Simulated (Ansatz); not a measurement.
Ge2O4⁻. Total charge -1; doublet. Geometry PBE-D4/def2-SVPD, basis def2-TZVPD, Ansatz.

Cartesian coordinates in Å:
```
Ge 0.419 -1.678 -0.025
Ge -0.311 1.081 0.484
O -1.917 1.650 0.300
O 1.642 -0.479 -0.906
O -0.067 -0.567 1.365
O 0.235 -0.007 -1.218
```

| run | HOMO (eV) | LUMO (eV) |
| --- | --- | --- |
| A | -1.89 | 1.23 |
| B | -0.64 | 0.31 |
| C | -4.74 | 4.71 |
| D | -0.99 | 0.57 |
| E | -1.50 | 0.87 |

HSE06 is defined as in plane-wave codes, on full-range PBE exchange. The structure holds 1 bond(s) between oxygen atoms. Another isomer (doublet) lies 2.30 eV lower at PBE0-D4/def2-TZVPD; other spin states weren't run for this one.

HOMO and LUMO are taken over both spins.

Question: The runs used HF, HSE06, PBE, PBE0, r2SCAN. Estimate which is which.

Answer: A PBE0 (25 % exact exchange); B PBE (0 % exact exchange); C HF (100 % exact exchange); D r2SCAN (0 % exact exchange); E HSE06 (range-separated). Exact exchange lowers occupied and raises empty levels; among semilocal functionals meta-GGAs tend to open the gap a little, and such runs are hard to tell apart. The gap grows from 0.95 eV (PBE) to 9.46 eV (HF). At HF/def2-TZVPD the charge -1 doublet is spin-contaminated (final ⟨S²⟩ up to 0.84, 0.75 for a pure state).
